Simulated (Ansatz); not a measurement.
Potential energy surface of H₂Mg, singlet: map of symmetric stretch and bend. Scanned: Mg-H bond length and H-Mg-H angle.

Method: Ansatz (a program for electronic structure) with restricted PBE/cc-pVTZ.

Energy in eV above the lowest grid point; x is the Mg-H bond length (Å), y the H-Mg-H angle (°).

```csv
y \ x,1.45,1.55,1.62,1.70,1.80,1.86,1.98,2.03,2.14,2.20,2.31
180,0.898,0.305,0.092,0.000,0.055,0.154,0.458,0.615,0.997,1.221,1.643
171.54,0.909,0.316,0.102,0.010,0.064,0.164,0.467,0.623,1.005,1.228,1.650
161.60,0.950,0.356,0.141,0.047,0.100,0.198,0.499,0.654,1.034,1.256,1.675
151.34,1.026,0.429,0.212,0.116,0.165,0.261,0.558,0.711,1.087,1.306,1.722
137.77,1.183,0.581,0.360,0.258,0.300,0.392,0.679,0.828,1.195,1.410,1.816
131.42,1.282,0.676,0.452,0.347,0.384,0.473,0.755,0.901,1.262,1.474,1.875
118.42,1.541,0.925,0.693,0.579,0.604,0.685,0.951,1.091,1.438,1.641,2.027
111.98,1.702,1.079,0.843,0.723,0.740,0.817,1.073,1.208,1.546,1.744,2.121
97.89,2.150,1.508,1.257,1.120,1.116,1.179,1.408,1.532,1.844,2.029,2.381
92.34,2.369,1.717,1.460,1.315,1.300,1.356,1.572,1.691,1.991,2.169,2.509
80.19,2.948,2.274,2.000,1.835,1.794,1.834,2.017,2.121,2.390,2.551,2.859
70,3.545,2.859,2.573,2.392,2.329,2.356,2.509,2.600,2.839,2.984,3.261
```

Points that lie below all their neighbours on the grid: x = 1.70, y = 180 on the edge of the grid (0.000 eV).
